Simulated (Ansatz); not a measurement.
# Nudged elastic band run: C₂H₇FGa

The input (input.yaml):

```yaml
crystal:
  periodic: [false, false, false]
  atoms:
    - { symbol: Ga, position_ang: [0.000619, -0.614616, -0.177309] }
    - { symbol: H, position_ang: [0.023881, -0.424108, 2.109901] }
    - { symbol: C, position_ang: [1.76737, -0.005926, -0.907886] }
    - { symbol: H, position_ang: [2.388325, -0.876424, -1.199623] }
    - { symbol: H, position_ang: [1.624001, 0.651882, -1.790061] }
    - { symbol: H, position_ang: [2.312772, 0.55315, -0.121013] }
    - { symbol: C, position_ang: [-1.776715, -0.048814, -0.914217] }
    - { symbol: H, position_ang: [-2.579799, -0.773181, -0.68033] }
    - { symbol: H, position_ang: [-2.039651, 0.928151, -0.456596] }
    - { symbol: H, position_ang: [-1.70883, 0.08283, -2.014319] }
    - { symbol: F, position_ang: [-0.011873, 0.526955, 1.979954] }
magnetization:
  spin_polarized: true
  initial_magnetization: 1
basis:
  gaussian: { orbitals: def2-SVP }
hamiltonian:
  xc: pbe
neb:
  order_check: false
  images: 7
  f_tol: 0.05
  max_iterations: 60
  spring: 50.0
  final_atoms:
    - { symbol: Ga, position_ang: [-0.00070774, -0.64362405, -0.19593944] }
    - { symbol: H, position_ang: [0.03034799, -0.55858218, 2.11449829] }
    - { symbol: C, position_ang: [1.75465821, 0.02755208, -0.90690169] }
    - { symbol: H, position_ang: [2.44308808, -0.81088213, -1.13071258] }
    - { symbol: H, position_ang: [1.59878969, 0.63087064, -1.8252873] }
    - { symbol: H, position_ang: [2.22709326, 0.66524327, -0.13163825] }
    - { symbol: C, position_ang: [-1.76817188, -0.02873733, -0.9200963] }
    - { symbol: H, position_ang: [-2.62449483, -0.59232233, -0.50441482] }
    - { symbol: H, position_ang: [-1.88595656, 1.04686003, -0.66817519] }
    - { symbol: H, position_ang: [-1.7666356, -0.13113091, -2.02580958] }
    - { symbol: F, position_ang: [-0.00791062, 0.3946519, 2.02297786] }
  initial_path:
    images:
      - { positions_ang: [[0.000619, -0.614616, -0.177309], [0.023881, -0.424108, 2.109901], [1.76737, -0.005926, -0.907886], [2.388325, -0.876424, -1.199623], [1.624001, 0.651882, -1.790061], [2.312772, 0.55315, -0.121013], [-1.776715, -0.048814, -0.914217], [-2.579799, -0.773181, -0.68033], [-2.039651, 0.928151, -0.456596], [-1.70883, 0.08283, -2.014319], [-0.011873, 0.526955, 1.979954]] }
      - { positions_ang: [[0.00039074, -0.46190748, -0.13298645], [0.01748446, -0.32356395, 2.03739829], [1.75431976, -0.00200323, -0.92806528], [2.30303129, -0.91581223, -1.1919581], [1.61258442, 0.62070981, -1.8327952], [2.35534173, 0.55075857, -0.18847334], [-1.76109175, -0.03600637, -0.93349661], [-2.50297351, -0.81276599, -0.70321524], [-2.10985053, 0.91554593, -0.51186218], [-1.65956911, 0.07825226, -2.03096767], [-0.00956751, 0.3866917, 2.24492278]] }
      - { positions_ang: [[0.00016248, -0.30919897, -0.0886639], [0.01108793, -0.22301991, 1.96489558], [1.74126952, 0.00191953, -0.94824455], [2.21773758, -0.95520046, -1.18429321], [1.60116784, 0.58953761, -1.87552941], [2.39791147, 0.54836713, -0.25593368], [-1.74546849, -0.02319874, -0.95277622], [-2.42614803, -0.85235097, -0.72610048], [-2.18005006, 0.90294085, -0.56712837], [-1.61030821, 0.07367453, -2.04761634], [-0.00726202, 0.24642839, 2.50989156]] }
      - { positions_ang: [[-6.578e-05, -0.15649045, -0.04434135], [0.00469139, -0.12247586, 1.89239287], [1.72821929, 0.0058423, -0.96842383], [2.13244387, -0.99458869, -1.17662831], [1.58975126, 0.55836542, -1.91826361], [2.4404812, 0.5459757, -0.32339401], [-1.72984524, -0.01039111, -0.97205583], [-2.34932254, -0.89193596, -0.74898572], [-2.25024959, 0.89033578, -0.62239455], [-1.56104732, 0.06909679, -2.064265], [-0.00495653, 0.10616509, 2.77486034]] }
      - { positions_ang: [[-0.00029405, -0.00378194, -1.88e-05], [-0.00170514, -0.02193182, 1.81989015], [1.71516905, 0.00976507, -0.98860311], [2.04715015, -1.03397692, -1.16896341], [1.57833468, 0.52719323, -1.96099781], [2.48305094, 0.54358426, -0.39085435], [-1.71422199, 0.00241652, -0.99133543], [-2.27249705, -0.93152094, -0.77187096], [-2.32044912, 0.8777307, -0.67766073], [-1.51178643, 0.06451906, -2.08091367], [-0.00265105, -0.03409822, 3.03982912]] }
      - { positions_ang: [[-0.00039747, -0.16374247, -0.04899896], [0.00630814, -0.15609441, 1.89354219], [1.72504134, 0.01421182, -0.96817775], [2.14613464, -0.97820323, -1.1594007], [1.58344844, 0.55311258, -1.92707018], [2.41906152, 0.57399902, -0.32605033], [-1.72770946, -0.00537194, -0.97352565], [-2.3604965, -0.84672129, -0.70500692], [-2.21182598, 0.92001303, -0.67528935], [-1.57549872, 0.01560657, -2.06713765], [-0.00396594, 0.07308931, 2.78561631]] }
      - { positions_ang: [[-0.00050089, -0.32370299, -0.09797912], [0.01432142, -0.290257, 1.96719422], [1.73491363, 0.01865857, -0.9477524], [2.24511912, -0.92242953, -1.149838], [1.58856219, 0.57903193, -1.89314255], [2.3550721, 0.60441377, -0.2612463], [-1.74119693, -0.0131604, -0.95571587], [-2.44849594, -0.76192164, -0.63814289], [-2.10320284, 0.96229537, -0.67291796], [-1.63921102, -0.03330593, -2.05336163], [-0.00528083, 0.18027684, 2.53140349]] }
      - { positions_ang: [[-0.00060432, -0.48366352, -0.14695928], [0.02233471, -0.42441959, 2.04084626], [1.74478592, 0.02310533, -0.92732705], [2.3441036, -0.86665583, -1.14027529], [1.59367594, 0.60495129, -1.85921493], [2.29108268, 0.63482852, -0.19644227], [-1.75468441, -0.02094887, -0.93790608], [-2.53649539, -0.67712198, -0.57127885], [-1.9945797, 1.0045777, -0.67054658], [-1.70292331, -0.08221842, -2.03958561], [-0.00659573, 0.28746437, 2.27719067]] }
      - { positions_ang: [[-0.00070774, -0.64362405, -0.19593944], [0.03034799, -0.55858218, 2.11449829], [1.75465821, 0.02755208, -0.90690169], [2.44308808, -0.81088213, -1.13071258], [1.59878969, 0.63087064, -1.8252873], [2.22709326, 0.66524327, -0.13163825], [-1.76817188, -0.02873733, -0.9200963], [-2.62449483, -0.59232233, -0.50441482], [-1.88595656, 1.04686003, -0.66817519], [-1.7666356, -0.13113091, -2.02580958], [-0.00791062, 0.3946519, 2.02297786]] }
```

Run as:

```bash
$ ansatz run input.yaml --threads 4 --pin off --max-ram 5120MiB --backend cpu --events-out ev --progress --plain --runs-dir out
```

Output, in part (warnings, iteration lines, the closing report on the highest movable image, with atoms numbered from 0):

```
NEB end point (image 0): max|allowed force component| = 2.677e-2 eV/Å (the criterion of neb.relax_end_points is 1.000e-2)
NEB end point (image 8): max|allowed force component| = 2.162e-2 eV/Å (the criterion of neb.relax_end_points is 1.000e-2)
NEB iter   1: max|band force component| = 2.135e1 eV/Å  barrier→ = 2.7845 eV  barrier← = 2.7871 eV  Δτ_max = 0.2000 Å  (268 SCF iters)
NEB iter   2: max|band force component| = 2.722e0 eV/Å  barrier→ = 0.5633 eV  barrier← = 0.5659 eV  Δτ_max = 0.2000 Å  (233 SCF iters)
NEB iter   3: max|band force component| = 1.672e1 eV/Å  barrier→ = 1.6138 eV  barrier← = 1.6164 eV  Δτ_max = 0.0999 Å  (229 SCF iters)
NEB iter   4: max|band force component| = 3.939e0 eV/Å  barrier→ = 0.4675 eV  barrier← = 0.4701 eV  Δτ_max = 0.2000 Å  (214 SCF iters)
NEB iter   5: max|band force component| = 2.712e0 eV/Å  barrier→ = 0.3561 eV  barrier← = 0.3587 eV  Δτ_max = 0.2000 Å  (224 SCF iters)
NEB iter   6: max|band force component| = 1.116e0 eV/Å  barrier→ = 0.2220 eV  barrier← = 0.2246 eV  Δτ_max = 0.1948 Å  (226 SCF iters)
NEB iter   7: max|band force component| = 3.123e0 eV/Å  barrier→ = 0.1978 eV  barrier← = 0.2003 eV  Δτ_max = 0.0996 Å  (218 SCF iters)
NEB iter   8: max|band force component| = 1.626e0 eV/Å  barrier→ = 0.1751 eV  barrier← = 0.1777 eV  Δτ_max = 0.2000 Å  (209 SCF iters)
NEB iter   9: max|band force component| = 1.804e0 eV/Å  barrier→ = 0.0923 eV  barrier← = 0.0948 eV  Δτ_max = 0.2000 Å  (221 SCF iters)
NEB iter  10: max|band force component| = 1.325e0 eV/Å  barrier→ = 0.1974 eV  barrier← = 0.2000 eV  Δτ_max = 0.1989 Å  (217 SCF iters)
NEB iter  11: max|band force component| = 9.191e-1 eV/Å  barrier→ = 0.0401 eV  barrier← = 0.0427 eV  Δτ_max = 0.1277 Å  (219 SCF iters)
NEB iter  12: max|band force component| = 6.285e-1 eV/Å  barrier→ = 0.0148 eV  barrier← = 0.0174 eV  Δτ_max = 0.1997 Å  (213 SCF iters)
NEB iter  13: max|band force component| = 1.404e0 eV/Å  barrier→ = 0.0370 eV  barrier← = 0.0396 eV  Δτ_max = 0.0976 Å  (214 SCF iters)
NEB iter  14: max|band force component| = 3.150e-1 eV/Å  barrier→ = 0.0040 eV  barrier← = 0.0066 eV  CI = image 4  Δτ_max = 0.1986 Å  (210 SCF iters)
NEB iter  15: max|band force component| = 1.111e0 eV/Å  barrier→ = 0.0023 eV  barrier← = 0.0049 eV  CI = image 2  Δτ_max = 0.0986 Å  (209 SCF iters)
NEB iter  16: max|band force component| = 7.924e-2 eV/Å  barrier→ = 0.0009 eV  barrier← = 0.0035 eV  CI = image 2  Δτ_max = 0.1152 Å  (208 SCF iters)
NEB iter  17: max|band force component| = 6.275e-2 eV/Å  barrier→ = 0.0003 eV  barrier← = 0.0029 eV  CI = image 2  Δτ_max = 0.0903 Å  (207 SCF iters)
NEB iter  18: max|band force component| = 6.415e0 eV/Å  barrier→ = -0.0004 eV  barrier← = 0.0022 eV  CI = image 1  Δτ_max = 0.0411 Å  (206 SCF iters)
NEB iter  19: max|band force component| = 6.888e-1 eV/Å  barrier→ = 0.0067 eV  barrier← = 0.0093 eV  CI = image 2  Δτ_max = 0.0788 Å  (203 SCF iters)
NEB iter  20: max|band force component| = 5.556e0 eV/Å  barrier→ = -0.0007 eV  barrier← = 0.0019 eV  CI = image 1  Δτ_max = 0.0882 Å  (203 SCF iters)
NEB iter  21: max|band force component| = 4.364e0 eV/Å  barrier→ = 0.0070 eV  barrier← = 0.0096 eV  CI = image 4  Δτ_max = 0.1035 Å  (206 SCF iters)
NEB iter  22: max|band force component| = 4.302e0 eV/Å  barrier→ = -0.0012 eV  barrier← = 0.0014 eV  CI = image 1  Δτ_max = 0.1705 Å  (207 SCF iters)
NEB iter  23: max|band force component| = 6.968e-2 eV/Å  barrier→ = -0.0009 eV  barrier← = 0.0017 eV  CI = image 1  Δτ_max = 0.0564 Å  (207 SCF iters)
NEB iter  24: max|band force component| = 2.799e-2 eV/Å  barrier→ = -0.0005 eV  barrier← = 0.0021 eV  CI = image 1  Δτ_max = 0.0000 Å  (418 SCF iters)
Total energy: -57257.92117210 eV, -2104.1897922619 hartree
Atom 0 at     0.000971    -0.620884    -0.178690 Å, force     0.001651    -0.007166    -0.004079 eV/Å
Atom 1 at     0.022974    -0.442949     2.113963 Å, force     0.000074     0.010968    -0.000485 eV/Å
Atom 2 at     1.763879     0.000778    -0.908838 Å, force    -0.001372     0.001741     0.002154 eV/Å
Atom 3 at     2.385037    -0.865284    -1.212784 Å, force    -0.002709     0.000017    -0.002167 eV/Å
Atom 4 at     1.615794     0.668681    -1.782631 Å, force     0.002146     0.001638     0.001058 eV/Å
Atom 5 at     2.310390     0.552342    -0.117294 Å, force     0.000116     0.001217    -0.002541 eV/Å
Atom 6 at    -1.773902    -0.047249    -0.915896 Å, force    -0.003865    -0.000599     0.003699 eV/Å
Atom 7 at    -2.584796    -0.755711    -0.661110 Å, force     0.001601     0.001943    -0.001907 eV/Å
Atom 8 at    -2.021278     0.943775    -0.480236 Å, force     0.002766     0.002892    -0.005311 eV/Å
Atom 9 at    -1.710478     0.057822    -2.019104 Å, force     0.000514    -0.002827     0.002728 eV/Å
Atom 10 at    -0.008491     0.508577     1.991121 Å, force    -0.000922    -0.009824     0.006850 eV/Å
Dipole moment:     0.001912    -0.088626     0.010769 e Å
```

The forces met the threshold. The highest image is an end point: on this band no image between the ends rises above it. Inner images lie up to 0.003 eV below the lower end, so the ends aren't the lowest states on this path.

Final band:

```tsv
image	path coordinate (Å)	energy (eV)
0	0.00	0.000
1	0.06	0.000
2	0.38	-0.002
3	0.69	-0.004
4	1.01	-0.005
5	1.33	-0.006
6	1.64	-0.005
7	1.96	-0.004
8	2.28	-0.003
```

Time of the run: 2.1 min on 4 threads of AMD EPYC 9R45 96-Core Processor (Zen 5), on a shared host, peak memory 0.21 GiB.
